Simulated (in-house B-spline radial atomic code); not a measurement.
## Au VIII (Au7+): [Kr] 4d10 4f14 5s2 5p5 5d4 7f1 (an excited or competing configuration)

Level of theory: Dirac-Hartree-Fock, average of configuration, Fermi nucleus of rms radius 5.4371 fm; calculated with a radial B-spline atomic code at the basis-set limit.

Screening seen three ways: the hydrogenic charge with the same mean radius, Z_r = [3n² - l(l+1)]/(2<r>), the one with the same energy, Z_e = n√(-2ε), and Slater's rules. Values are occupation-weighted means over j. An effective charge above Z reflects the relativistic contraction of the inner shells.

```tsv
shell	electrons	ε (eV)	<r> (bohr)	Z_r	Z_e	Slater
1s	2	-81387	0.01687	88.93	77.34	78.70
2s	2	-14611	0.07042	85.20	65.54	74.85
2p	6	-12762	0.06373	78.46	61.25	74.85
3s	2	-3613.6	0.1829	73.80	48.89	67.75
3p	6	-3060.7	0.1838	67.99	45.00	67.75
3d	10	-2414.7	0.1678	62.59	39.97	57.85
4s	2	-920.08	0.4068	59.00	32.89	51.25
4p	6	-733.58	0.4315	53.30	29.37	51.25
4d	10	-492.82	0.4573	45.92	24.07	39.85
5s	2	-246.32	0.9113	41.15	21.27	21.70
4f	14	-229.68	0.4905	36.69	16.43	28.45
5p	5	-191.67	1.015	35.97	18.77	21.70
5d	4	-123.65	1.234	27.95	15.07	10.95
7f	1	-25.242	5.741	11.76	9.53	8.00
```

The least bound orbital is 7f7/2 at -25.22 eV, and it is also the most diffuse (<r> = 5.748 bohr).

Spin-orbit splittings of the orbital energies (j = l + 1/2 above j = l - 1/2 when positive): 2p 1839 eV, 3p 411.4 eV, 3d 87.59 eV, 4p 99.89 eV, 4d 18.85 eV, 4f 3.989 eV, 5p 19 eV, 5d 2.538 eV, 7f 0.05629 eV.

For the 1s electron the small component carries 9 % of the norm, the zero-frequency Breit interaction raises the level by 302.8 eV, self-energy by 193.7 eV, and vacuum polarisation lowers it by 39.49 eV.
